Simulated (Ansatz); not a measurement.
`[I][Ga]1[CH2]C[O]1`. The species carries charge 0 and has multiplicity 1. I: def2 effective core potential.

Cartesian coordinates in Å:
```
I -3.1627 -2.1924 -0.1785
Ga -1.1307 -0.8143 -0.0648
C -0.1709 0.9136 -0.0018
C 1.0765 0.0116 0.0555
O 0.6080 -1.3427 0.0192
H -0.3497 1.5210 0.8850
H -0.2582 1.5339 -0.8934
H 1.6474 0.1769 0.9759
H 1.7403 0.1924 -0.7972
```

What are the harmonic wavenumbers in cm⁻¹ at PBE0-D4/def2-TZVP (Ansatz, finite differences of forces, unscaled)? (An estimate is asked.)

Ansatz gave: 83, 96, 162, 219, 461, 582, 636, 782, 877, 951, 1001, 1065, 1162, 1227, 1329, 1437, 1512, 3027, 3067, 3103, 3166.

Is this a minimum?

Yes, all 21 modes are real.

Give the ideal-gas thermochemistry at 298.15 K and 1 bar (rigid rotor, harmonic oscillator; point group Cs, symmetry number 1).

Zero-point energy 155.2 kJ/mol; H(298) − E = 174.4 kJ/mol; entropy 356.3 J/(mol·K), of which translation 177.2, rotation 119.4, vibration 59.7; G(298) − E = 68.1 kJ/mol. Modes under 100 cm⁻¹ are hindered rotations or soft bends, so the harmonic entropy is rough.

And at 400, 500, 600, 800 and 1000 K?


| T (K) | H − E (kJ/mol) | S (J/mol/K) | G − E (kJ/mol) |
| --- | --- | --- | --- |
| 400 | 184.7 | 385.9 | 30.3 |
| 500 | 196.4 | 412.0 | -9.6 |
| 600 | 209.4 | 435.6 | -52.0 |
| 800 | 238.3 | 477.1 | -143.4 |
| 1000 | 270.1 | 512.5 | -242.4 |
